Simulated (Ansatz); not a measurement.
(1) Predict a relaxed structure of trans-PdH2(NH3)2 (PdN₂H₈), charge 0, singlet, at r2SCAN-D4/def2-SVP (Ansatz).

Results:

(1) 
```xyz
11

Pd   -0.0031    0.0023   -0.0008
H    -1.4804    0.6647   -0.3175
N     0.3815   -0.0771   -2.0160
H     1.3812   -0.0673   -2.2158
H    -0.0616    0.6952   -2.5131
H    -0.0020   -0.9454   -2.3942
H     1.4745   -0.6610    0.3170
N    -0.3828    0.0786    2.0155
H     0.0835    0.8965    2.4123
H    -0.0125   -0.7433    2.4927
H    -1.3784    0.1568    2.2198
```
The metal has 4 neighbours: H 1.65 Å, N 2.05 Å, H 1.65 Å, N 2.05 Å. This is one stationary point.

In the def2 sets Pd takes a core potential; there is no spin–orbit coupling.
